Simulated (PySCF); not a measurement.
BrGe, SMILES [Ge][Br] (connectivity only; charge and spin as stated), neutral, multiplicity 2.

Geometry: PBE0-D3(BJ)/def2-TZVP.

Calculation: PBE0-D3(BJ)/def2-TZVP (PySCF 2.14.0).

Frequencies are harmonic and unscaled.

Computed vibrational spectrum:
| mode | ν (cm⁻¹) | IR (km/mol) | moving atoms (share of kinetic energy) |
|---|---|---|---|
| 1 | 297 | 38.8 | Ge 52 %, Br 48 % |
